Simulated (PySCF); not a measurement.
BH4Si (calculated)

All values are calculated (PySCF 2.14.0). Calculation on a computer-drawn molecule: vertical ionisation energy to the stated ion spin, frozen-core CCSD(T) at the basis limit and cheaper methods, single-reference cases, UHF for radicals, no spin-orbit; all values are single points at the evaluated structure, the first of each entry, which is the reference or a displaced copy of it and isn't optimised; the reference structure only sets the zero of the energies above reference; triples share is (T) over the correlation energy.

Common to all runs: charge 0; multiplicity 2; ion multiplicity 1; diffuse functions no; basis cc-pV(n+d)Z; reference is the Hartree-Fock double-zeta minimum; best is HF at quadruple zeta + MP2 correlation extrapolated from triple and quadruple zeta + CCSD(T) minus MP2 at triple zeta; basis step is the size of the change from the same recipe one zeta lower.

(1) BH4Si

Evaluated structure:
```xyz
6
BH4Si
B     -1.7829    -0.0304    -1.0693
Si    -0.2288     0.0992     0.1812
H     -2.4470     0.6439    -1.7423
H     -0.5550    -0.3516     1.4673
H      0.3207     1.5452     0.3016
H      0.8177    -0.7457    -0.3864
```

Reference structure:
```xyz
6
BH4Si
B     -1.7861    -0.0594    -1.0903
Si    -0.1941     0.1094     0.1385
H     -2.4558     0.6474    -1.7814
H     -0.5984    -0.3629     1.4858
H      0.3562     1.4822     0.2740
H      0.8820    -0.7725    -0.3772
```

Results for BH4Si: ionisation energy best 8.14 eV; ionisation energy basis step 0.02079 eV; energy above reference best 2.671 kcal/mol; energy above reference basis step 0.006332 kcal/mol; total energy HF triple zeta -315.8686 hartree; total energy CCSD(T) triple zeta -316.1187 hartree; total energy best -316.1485 hartree; T1 diagnostic at triple zeta 0.01423; D1 diagnostic at triple zeta 0.03102; spin squared at triple zeta 0.7588; ion T1 diagnostic at triple zeta 0.0192; ion D1 diagnostic at triple zeta 0.04286; triples share at triple zeta 0.02829; basis functions triple zeta 125; dipole magnitude HF at triple zeta 0.327 debye; dipole magnitude CCSD unrelaxed at triple zeta 0.2884 debye; dipole magnitude PBE at triple zeta 0.2264 debye; dipole magnitude r2SCAN at triple zeta 0.2149 debye; dipole magnitude B3LYP at triple zeta 0.2547 debye; dipole magnitude wB97X at triple zeta 0.2999 debye.

Drawn bonds:
```tsv
atom	other atom	order
1	2	1
1	3	1
2	4	1
2	5	1
2	6	1
```

Triple zeta:
```tsv
method	ionisation energy (eV)	energy above reference (kcal/mol)
HF	7.734	2.777
PBE	8.16	3.051
r2SCAN	8.34	2.752
B3LYP	8.219	2.563
wB97X	8.164	2.672
MP2	8.095	2.636
CCSD	8.087	2.731
CCSD(T)	8.101	2.773
```

(2) BH4Si

Evaluated structure:
```xyz
6
BH4Si
B     -1.7829    -0.0304    -1.0693
Si    -0.2288     0.0992     0.1812
H     -2.4470     0.6439    -1.7423
H     -0.5733    -0.3770     1.5398
H      0.3207     1.5452     0.3016
H      0.8177    -0.7457    -0.3864
```

Reference structure:
```xyz
6
BH4Si
B     -1.7861    -0.0594    -1.0903
Si    -0.1941     0.1094     0.1385
H     -2.4558     0.6474    -1.7814
H     -0.5984    -0.3629     1.4858
H      0.3562     1.4822     0.2740
H      0.8820    -0.7725    -0.3772
```

It finds ionisation energy best 8.148 eV; ionisation energy basis step 0.02033 eV; energy above reference best 1.187 kcal/mol; energy above reference basis step 0.04825 kcal/mol; total energy HF triple zeta -315.8708 hartree; total energy CCSD(T) triple zeta -316.1211 hartree; total energy best -316.1509 hartree; T1 diagnostic at triple zeta 0.01439; D1 diagnostic at triple zeta 0.03103; spin squared at triple zeta 0.7588; ion T1 diagnostic at triple zeta 0.01958; ion D1 diagnostic at triple zeta 0.04289; triples share at triple zeta 0.02853; basis functions triple zeta 125; dipole magnitude HF at triple zeta 0.3675 debye; dipole magnitude CCSD unrelaxed at triple zeta 0.3212 debye; dipole magnitude PBE at triple zeta 0.2492 debye; dipole magnitude r2SCAN at triple zeta 0.2414 debye; dipole magnitude B3LYP at triple zeta 0.2845 debye; dipole magnitude wB97X at triple zeta 0.3374 debye.

Drawn bonds:
```tsv
atom	other atom	order
1	2	1
1	3	1
2	4	1
2	5	1
2	6	1
```

Triple zeta:
```tsv
method	ionisation energy (eV)	energy above reference (kcal/mol)
HF	7.748	1.406
PBE	8.162	1.107
r2SCAN	8.345	1.13
B3LYP	8.225	1.086
wB97X	8.173	1.171
MP2	8.105	1.292
CCSD	8.096	1.264
CCSD(T)	8.11	1.264
```

(3) BH4Si

Evaluated structure:
```xyz
6
BH4Si
B     -1.7842    -0.0603    -1.0938
Si    -0.1957     0.1092     0.1405
H     -2.4555     0.6477    -1.7810
H     -0.5997    -0.3639     1.4903
H      0.3544     1.4810     0.2741
H      0.8834    -0.7744    -0.3785
```

Reference structure:
```xyz
6
BH4Si
B     -1.7861    -0.0594    -1.0903
Si    -0.1941     0.1094     0.1385
H     -2.4558     0.6474    -1.7814
H     -0.5984    -0.3629     1.4858
H      0.3562     1.4822     0.2740
H      0.8820    -0.7725    -0.3772
```

The calculation gives: ionisation energy best 8.236 eV; ionisation energy basis step 0.02006 eV; energy above reference best 0.01424 kcal/mol; energy above reference basis step 0.00159 kcal/mol; total energy HF triple zeta -315.8730 hartree; total energy CCSD(T) triple zeta -316.1231 hartree; total energy best -316.1528 hartree; T1 diagnostic at triple zeta 0.01431; D1 diagnostic at triple zeta 0.03025; spin squared at triple zeta 0.7583; ion T1 diagnostic at triple zeta 0.01901; ion D1 diagnostic at triple zeta 0.03961; triples share at triple zeta 0.02857; basis functions triple zeta 125; dipole magnitude HF at triple zeta 0.4781 debye; dipole magnitude CCSD unrelaxed at triple zeta 0.4417 debye; dipole magnitude PBE at triple zeta 0.3754 debye; dipole magnitude r2SCAN at triple zeta 0.3569 debye; dipole magnitude B3LYP at triple zeta 0.407 debye; dipole magnitude wB97X at triple zeta 0.4566 debye.

Drawn bonds:
```tsv
atom	other atom	order
1	2	1
1	3	1
2	4	1
2	5	1
2	6	1
```

Triple zeta:
```tsv
method	ionisation energy (eV)	energy above reference (kcal/mol)
HF	7.839	0.01648
PBE	8.257	-0.01394
r2SCAN	8.442	0.006943
B3LYP	8.317	0.01336
wB97X	8.256	0.01476
MP2	8.194	0.02219
CCSD	8.183	0.01349
CCSD(T)	8.199	0.01093
```

(4) BH4Si

Evaluated structure:
```xyz
6
BH4Si
B     -1.7842    -0.0603    -1.0938
Si    -0.1390     0.1152     0.1845
H     -2.4555     0.6477    -1.7810
H     -0.5430    -0.3579     1.5343
H      0.4111     1.4870     0.3181
H      0.9401    -0.7684    -0.3345
```

Reference structure:
```xyz
6
BH4Si
B     -1.7861    -0.0594    -1.0903
Si    -0.1941     0.1094     0.1385
H     -2.4558     0.6474    -1.7814
H     -0.5984    -0.3629     1.4858
H      0.3562     1.4822     0.2740
H      0.8820    -0.7725    -0.3772
```

Results for BH4Si: ionisation energy best 8.193 eV; ionisation energy basis step 0.02096 eV; energy above reference best 1.338 kcal/mol; energy above reference basis step 0.1149 kcal/mol; total energy HF triple zeta -315.8716 hartree; total energy CCSD(T) triple zeta -316.1212 hartree; total energy best -316.1507 hartree; T1 diagnostic at triple zeta 0.01401; D1 diagnostic at triple zeta 0.03011; spin squared at triple zeta 0.7583; ion T1 diagnostic at triple zeta 0.01767; ion D1 diagnostic at triple zeta 0.03637; triples share at triple zeta 0.02864; basis functions triple zeta 125; dipole magnitude HF at triple zeta 0.4679 debye; dipole magnitude CCSD unrelaxed at triple zeta 0.4482 debye; dipole magnitude PBE at triple zeta 0.3953 debye; dipole magnitude r2SCAN at triple zeta 0.3746 debye; dipole magnitude B3LYP at triple zeta 0.4209 debye; dipole magnitude wB97X at triple zeta 0.4645 debye.

Drawn bonds:
```tsv
atom	other atom	order
1	2	1
1	3	1
2	4	1
2	5	1
2	6	1
```

Triple zeta:
```tsv
method	ionisation energy (eV)	energy above reference (kcal/mol)
HF	7.78	0.9096
PBE	8.244	1.304
r2SCAN	8.424	1.454
B3LYP	8.288	1.34
wB97X	8.215	1.352
MP2	8.147	1.23
CCSD	8.136	1.177
CCSD(T)	8.156	1.17
```
